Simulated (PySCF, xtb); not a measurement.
**GeHNS: which of two structures lies lower**

Structure I: `[NH]=[Ge]=[S]`, a singlet. Structure II: a singlet given by its coordinates. Both are isolated molecules in the gas phase, relaxed with PBE0-D4/def2-SVP.

I (Å):

```yaml
atoms:
  - { symbol: Ge, position_ang: [-2.7214, 0.4466, 2.0143] }
  - { symbol: N, position_ang: [-2.9684, -0.5713, 0.7074] }
  - { symbol: S, position_ang: [-2.6804, 1.9717, 3.3143] }
  - { symbol: H, position_ang: [-2.5642, -1.5089, 0.7621] }
```

II (Å):

| atom | x (Å) | y (Å) | z (Å) |
| --- | --- | --- | --- |
| Ge | 0.7797 | 1.0505 | 0.3597 |
| N | -0.7746 | -0.0234 | 0.3852 |
| S | 0.6492 | -1.0985 | -0.0482 |
| H | -1.0910 | -0.2651 | 1.3308 |

Close contacts (Å): Ge1–N2 1.89, Ge1–S3 2.19, N2–S3 1.84, N2–H4 1.03.

Quicker runs give these differences E(II) − E(I): GFN2-xTB −38.19 kJ/mol; HF/STO-3G −128.12 kJ/mol (at GFN2-xTB geometries); r2SCAN-D4/def2-SVP +2.23 kJ/mol (at GFN2-xTB geometries).

Task: Estimate E(II) − E(I) at the level CCSD(T)/def2-TZVP.

Result: Calculated at CCSD(T)/def2-TZVP: E(II) − E(I) = −4.45 kJ/mol, so structure II lies lower.

Level by level:

| level | geometry | E(II) − E(I) (kJ/mol) | departure from the last row (kJ/mol) | job, with rough time for the two |
| --- | --- | --- | --- | --- |
| GFN2-xTB | GFN2-xTB | −38.19 | −33.73 | optimisation, 0.13 s |
| HF/STO-3G | GFN2-xTB | −128.12 | −123.66 | single point, 1.4 s |
| r2SCAN-D4/def2-SVP | GFN2-xTB | +2.23 | +6.68 | single point, 11 s |
| PBE0-D4/def2-SVP | PBE0-D4/def2-SVP | −14.69 | −10.24 | optimisation, 42 s |
| HF/def2-TZVP | PBE0-D4/def2-SVP | −19.74 | −15.29 | part of the CCSD(T) run |
| MP2/def2-TZVP | PBE0-D4/def2-SVP | +10.16 | +14.62 | part of the CCSD(T) run |
| CCSD(T)/def2-TZVP | PBE0-D4/def2-SVP | −4.45 |  | single point, 2.4 min |

r2SCAN-D4/def2-SVP, MP2/def2-TZVP put the two in the other order. The largest departure from CCSD(T)/def2-TZVP is that of HF/STO-3G, 123.66 kJ/mol.

With thermal terms from frequencies at re-optimised GFN2-xTB minima (ideal gas, soft modes damped towards free rotors, one conformer each, 298.15 K, 1 atm): on the last row, ΔE + ΔZPE = −1.81, ΔH = −3.24, ΔG = −2.14 kJ/mol.

The correlated steps freeze 15 core orbitals; the filled d shell of Ge is correlated, in a basis made for valence electrons. Programs: PySCF 2.14.0, xtb 6.7.1; the last row on 2 threads of Arm Neoverse V1 on a shared host.
